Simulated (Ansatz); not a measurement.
Born–Oppenheimer molecular dynamics of ClGaH3N (6 atoms, charge 0, multiplicity 1). It starts at the highest image of a converged band. Of that band: Neighbouring images differ by up to 1.2 eV, so the band resolves the path poorly. A vibrational analysis at the climbing image gives one clearly imaginary mode, 1134i cm⁻¹: a first-order saddle point.

Level of theory: RKS BHLYP-D4/def2-SVP (Ansatz 0.2.0).

* ensemble: NVE (velocity Verlet)
* time step: 0.5 fs
* steps asked: 200
* starting velocities drawn for: 100 K
* seed: 6689

First frame:

```xyz
6
Properties=species:S:1:pos:R:3
Ga 0.296 0.340 -0.688
Cl 0.957 -0.463 1.670
H 1.619 0.256 0.255
N -1.463 0.025 -0.883
H -2.023 -0.393 -0.157
H -2.001 0.236 -1.707
```

Problem. How far do the bonds stretch over the last three quarters of this one trajectory? (Pairs bonded in most of those frames.)

Solution. 
| bond | mean (Å) | spread (Å) | shortest | longest |
| --- | --- | --- | --- | --- |
| Ga1–N4 | 1.874 | 0.029 | 1.82 | 1.91 |
| Cl2–H3 | 1.312 | 0.089 | 1.17 | 1.44 |
| N4–H5 | 1.011 | 0.003 | 1.01 | 1.02 |
| N4–H6 | 1.012 | 0.002 | 1.01 | 1.02 |

Mean temperature of the second half: 1448 K. The conserved energy stayed within 0.63 meV per atom of its start (net change -0.22 meV per atom), so the integration is sound. The kinetic energy rose, since the run started high on the potential surface and went downhill. It ends in pieces (ClH + GaH2N), so much of that is their flight and rotation, not heat. A run of 0.1 ps of so small a system gives no equilibrium averages. The orbitals stay closed-shell, which can raise the energy where a bond breaks towards radicals; this wasn't checked here.

Run time: 8.5 min on 1 thread of Arm Neoverse V2, on a shared host, peak memory 0.18 GiB.
